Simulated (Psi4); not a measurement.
A dimer, CO ··· H6Si2 (SMILES [C-]#[O+] and [SiH3][SiH3]); the first 2 atoms form monomer A.

```
10

C      0.5625     0.0000     0.0000
O     -0.5625     0.0000     0.0000
Si     4.4302    -2.5416     1.4106
Si     4.1759    -1.5096    -0.6790
H      5.1190    -3.8465     1.2596
H      3.1046    -2.7748     2.0340
H      5.2343    -1.6830     2.3140
H      3.3717    -2.3682    -1.5824
H      3.4871    -0.2047    -0.5279
H      5.5014    -1.2764    -1.3024
```

### Question
What interaction energy does Psi4 with SAPT0/jun-cc-pVDZ, frozen core give, and which attractive term is the largest?

### Answer
Total 1.10 kJ/mol: electrostatics -1.66, exchange 6.60, induction -0.56, dispersion -3.28. The most attractive term is dispersion.
